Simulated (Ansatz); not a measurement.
CH4BClOSi (`O[SiH]1CB1Cl`) at its PBE0-D4/def2-TZVP geometry, where that method's forces vanish. Charge 0, multiplicity 1.

```xyz
9

O    -1.3720   -1.1831    1.0706
Si   -0.7145    0.1519    0.3862
C     1.1364    0.3420   -0.3614
B     0.0356    0.1491   -1.3554
Cl   -0.0183   -0.7083   -2.8639
H    -1.4975   -1.1919    2.0208
H    -0.8643    1.3182    1.2889
H     2.1066   -0.1492   -0.4021
H     1.1880    1.2713    0.2163
```

(1) What forces (eV/Å) does r2SCAN-D4/def2-TZVPP give on these atoms in Ansatz? (Estimate.)

Results:

(1) Ansatz gave: 
```
O1  -0.011 -0.086  0.007
Si2 -0.056  0.107  0.033
C3   0.045  0.036  0.035
B4  -0.030  0.034  0.000
Cl5  0.009 -0.057 -0.092
H6  -0.012 -0.003  0.029
H7   0.006 -0.005  0.000
H8   0.012  0.014 -0.001
H9   0.038 -0.039 -0.011
```
